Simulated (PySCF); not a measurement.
A geometry optimisation on `C#Cc1cc(O)c[se]1`.

Computed with PBE0-D3(BJ)/def2-SVP geometry optimisation, gas phase (PySCF 2.14.0). Start geometry: GFN2-xTB. A driver script takes a list of jobs; this job's settings line and coordinates (Å) are shown.

Input:
```
{"job": {"xc": "PBE0", "basis": "def2-SVP", "d3": "d3bj", "grid": 1, "kind": "geom"}, "charge": 0, "multiplicity": 1}
C      3.298368    -0.990483     0.172357
C      2.126635    -0.718953     0.183187
C      0.761826    -0.416128     0.219114
C      0.108282     0.502589    -0.551129
C     -1.283690     0.606747    -0.296029
O     -2.037231     1.489657    -0.999408
C     -1.752376    -0.227268     0.677087
Se    -0.413151    -1.284144     1.408042
H      4.322247    -1.215808     0.147421
H      0.595745     1.105908    -1.296262
H     -2.954670     1.447493    -0.706953
H     -2.770785    -0.300297     1.016544
```

Output:
```
step   0  E = -2706.58588542  max force = 0.020823
step   1  E = -2706.58754288  max force = 0.003476
step   2  E = -2706.58759332  max force = 0.001427
step   3  E = -2706.58762134  max force = 0.001303
step   4  E = -2706.58763080  max force = 0.000491
step   5  E = -2706.58763600  max force = 0.000247
optimisation converged
```

Energies in Eh; «max force» is the largest Cartesian gradient component in Eh/bohr.

Question: How much energy does the optimisation release, in kcal/mol?

Answer: E(step 0) − E(last step) = 0.001751 Eh, which is 1.1 kcal/mol.

In short: final energy -2706.58764 Eh after 5 steps; dipole 1.63 D.

Question: Where do the atoms end?

Answer: 0.029 Å rms from the input after alignment:
```
atom  x, y, z in Å
C1     3.3003   -0.9352    0.2861
C2     2.1137   -0.6751    0.2737
C3     0.7317   -0.3914    0.2768
C4     0.0429    0.4685   -0.5441
C5    -1.3600    0.5371   -0.2946
O6    -2.1160    1.3546   -1.0555
C7    -1.8026   -0.2660    0.7271
Se8   -0.4178   -1.2250    1.5008
H9     4.3506   -1.1604    0.2945
H10    0.5228    1.0551   -1.3279
H11   -3.0343    1.2964   -0.7726
H12   -2.8277   -0.3657    1.0836
```

Question: How long does this job take on an Arm Neoverse V2 with one thread (shared host)? And the peak memory of the process?

Answer: About 49 s, with 0.63 GiB resident at the peak, the Python interpreter and its libraries included.
Labels such as C1 count atoms from 1, the log's own numbers from 0.
